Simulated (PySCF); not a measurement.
## Deuteron quadrupole couplings in `FC(F)=C(F)/P=P/C[SiH3]`

Species: C₃H₅F₃P₂Si.
Atom-mapped SMILES: `[F:1][C:2]([F:3])=[C:4]([F:5])/[P:6]=[P:7]/[CH2:8][SiH3:9]` (hydrogens: H10, H11 on C8; H12, H13, H14 on Si9)

Cartesian coordinates in Å at the GFN2-xTB level; atoms count from 1:
```
atom  x, y, z in Å
F1     1.9344    1.6917   -0.6561
C2     2.8979    1.0467   -0.0014
F3     4.0483    1.6956   -0.1132
C4     2.6924   -0.0876    0.6632
F5     3.7593   -0.6751    1.2459
P6     1.1589   -1.0690    0.7346
P7    -0.1090    0.4465    1.2290
C8    -1.7124   -0.4548    1.1809
Si9   -2.5358   -0.2940   -0.5462
H10   -2.3675   -0.0083    1.9299
H11   -1.5781   -1.5058    1.4313
H12   -2.6583    1.1261   -0.8710
H13   -1.6817   -0.9802   -1.5158
H14   -3.8490   -0.9323   -0.4530
```

Level: PBE0/pcSseg-1 (PySCF, non-relativistic); Q(2H) = 0.00286 b; rigid geometry, the same for H and D, with no vibrational averaging.

**Question.** Tabulate Vzz, the asymmetry η and χzz = 234.96 MHz × Q × Vzz for every hydrogen position.

**Answer.** 
```csv
atom,bonded to,bond length (Å),Vzz (au),η,χzz (kHz)
H10,C8,1.091,0.3140,0.03,211
H11,C8,1.089,0.3160,0.03,212
H12,Si9,1.462,0.1625,0.02,109
H13,Si9,1.463,0.1613,0.02,108
H14,Si9,1.463,0.1623,0.01,109
```

**Question.** Average by the element that carries the hydrogen.

**Answer.** on C: 212 kHz over 2 positions, mean bond length 1.090 Å; on Si: 109 kHz over 3 positions, mean bond length 1.463 Å.

**Question.** Give the 2H NMR doublet splittings at H11 for a magnetic field along the z, y and x axes of the gradient: 3χ/2, 3χ(1 + η)/4, 3χ(1 − η)/4.

**Answer.** With |χ| = 212.4 kHz and η = 0.032: 319, 164 and 154 kHz, to first order and without motion.

Isolated species at its GFN2-xTB geometry (one conformer only). GFN2-xTB bond lengths can be off by several hundredths of an ångström, more for odd bonds, and the gradients follow them. A larger basis could move these couplings by a tenth or more.
